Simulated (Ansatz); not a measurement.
`C[SiH](F)[GeH3]` + CH₃OH → `CO[SiH](C)F` + GeH₄ at 298.15 K and 1 bar (cleavage of the Si–Ge bond).

Program: Ansatz. Geometries: PBE0-D4/def2-TZVP. ΔE: electronic, gas phase. CCSD(T)/CBS is the MP2 limit (def2-TZVPP, def2-QZVPP) plus CCSD(T) − MP2 in def2-TZVPP, frozen cores. This one scheme is used for every species. For Ge outer-core shells are correlated without core-valence functions, which leaves a few kJ/mol of doubt a bond. Scalar relativity is left out up to krypton. One conformer a species, not always the lowest.

```json
{"species": "`C[SiH](F)[GeH3]`", "CCSD(T)/CBS energy (Eh)": "-2507.31933", "H − E (kJ/mol)": "210.8", "S (J/(mol·K))": "362.8"}
{"species": "CH₃OH", "CCSD(T)/CBS energy (Eh)": "-115.61712", "H − E (kJ/mol)": "146.3", "S (J/(mol·K))": "238.2"}
{"species": "`CO[SiH](C)F`", "CCSD(T)/CBS energy (Eh)": "-544.48370", "H − E (kJ/mol)": "261.9", "S (J/(mol·K))": "357.0"}
{"species": "GeH₄", "CCSD(T)/CBS energy (Eh)": "-2078.49493", "H − E (kJ/mol)": "88.5", "S (J/(mol·K))": "217.3"}
```

H − E and S are ideal-gas, rigid-rotor, harmonic terms from PBE0-D4/def2-TZVP, for one conformer and one mirror image of each species. 1 Eh = 2625.50 kJ/mol, R = 8.31446 J/(mol·K).

Problem. By hand: ΔE, ΔH, ΔS and ΔG.

Solution. ΔE = (-544.48370) + (-2078.49493) − (-2507.31933) − (-115.61712) = -0.04218 Eh = -110.7 kJ/mol. Δ(H − E) = 261.9 + 88.5 − 210.8 − 146.3 = -6.7, so ΔH = -117.4 kJ/mol. ΔS = 357.0 + 217.3 − 362.8 − 238.2 = -26.7 J/(mol·K). ΔG = -117.4 − 298.15 × (-26.7)/1000 = -109.4 kJ/mol.

Problem. By hand: the equilibrium constant, and the temperature at which ΔG would vanish if ΔH and ΔS stayed fixed.

Solution. log₁₀ K = −ΔG/(RT ln 10) = 19.2. ΔG = 0 at ΔH/ΔS = 4397 K, far beyond where these terms or the molecules hold.

ΔH outweighs TΔS. A doubt of 5 kJ/mol in ΔE shifts log₁₀ K by 0.9 here. Other conformers and mirror images would add mixing entropy, several J/(mol·K) or more a flexible species. These are equilibria of isolated gas molecules and say nothing of rates. Largest T1 diagnostic: 0.012 (customary marks: 0.02 for closed shells, 0.045 for open ones).
